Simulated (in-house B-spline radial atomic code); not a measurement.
**Sr IX (Sr8+): [Ar] 3d10 4s1 (5f7/2)1 (an excited or competing configuration)**

Computed with a B-spline radial code for spherical atoms: Dirac-Hartree-Fock, average of the jj configuration, Fermi nucleus of rms radius 4.224 fm.

Screening seen three ways: the hydrogenic charge with the same mean radius, Z_r = [3n² - l(l+1)]/(2<r>), the one with the same energy, Z_e = n√(-2ε), and Slater's rules. Values are occupation-weighted means over j. An effective charge above Z reflects the relativistic contraction of the inner shells.

| shell | electrons | ε (eV) | <r> (bohr) | Z_r | Z_e | Slater |
| --- | --- | --- | --- | --- | --- | --- |
| 1s | 2 | -16357 | 0.03914 | 38.32 | 34.67 | 37.70 |
| 2s | 2 | -2407.1 | 0.1717 | 34.95 | 26.60 | 33.85 |
| 2p | 6 | -2150.2 | 0.1502 | 33.29 | 25.14 | 33.85 |
| 3s | 2 | -519.35 | 0.4871 | 27.71 | 18.53 | 26.75 |
| 3p | 6 | -433.44 | 0.493 | 25.35 | 16.93 | 26.75 |
| 3d | 10 | -292.15 | 0.487 | 21.56 | 13.90 | 16.85 |
| 4s | 1 | -166.49 | 1.194 | 20.10 | 13.99 | 12.70 |
| 5f | 1 | -46.014 | 3.284 | 9.59 | 9.20 | 9.00 |

The least bound orbital is 5f7/2 at -46.01 eV, and it is also the most diffuse (<r> = 3.284 bohr).

For the 1s electron the small component carries 1.91 % of the norm, the zero-frequency Breit interaction raises the level by 28.01 eV, self-energy by 15.05 eV, and vacuum polarisation lowers it by 1.622 eV.
